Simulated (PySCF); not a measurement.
C4H3F3O, SMILES FC1=CCC(F)(F)O1. Heavy atoms are numbered as in [F:1][C:2]1=[CH:3][CH2:4][C:5]([F:6])([F:7])[O:8]1. Hydrogens are named by the atom that carries them.

Geometry: PBE0-D3(BJ)/def2-SVP. This is a generated structure with no PubChem entry under its InChIKey; it may be hypothetical. One conformer was computed; it need not be the lowest.

Calculation: PBE/pcSseg-1 run with PySCF.

GIAO shieldings, no solvent; atoms alike by connectivity are averaged. δ = σ(ref) − σ: ¹⁹F against CFCl3 (σ = 133.6 ppm); ¹³C against TMS (σ = 182.0 ppm); ¹⁷O against H2O (σ = 334.3 ppm); ¹H against TMS (σ = 31.49 ppm), references at their B3LYP-D3(BJ)/def2-TZVP geometries, non-relativistic.

Problem. Estimate the chemical shifts. (Estimate from the structure and the level; the computed values follow.)

Solution. 
```csv
nucleus,atoms,count,δ (ppm)
¹⁹F,F6,2,-96.1
¹⁹F,F1,1,-133.6
¹³C,C2,1,165.5
¹³C,C5,1,140.0
¹³C,C3 (CH),1,69.6
¹³C,C4 (CH2),1,44.8
¹⁷O,O8,1,218.9
¹H,H on C3,1,4.26
¹H,H on C4,2,3.40
```
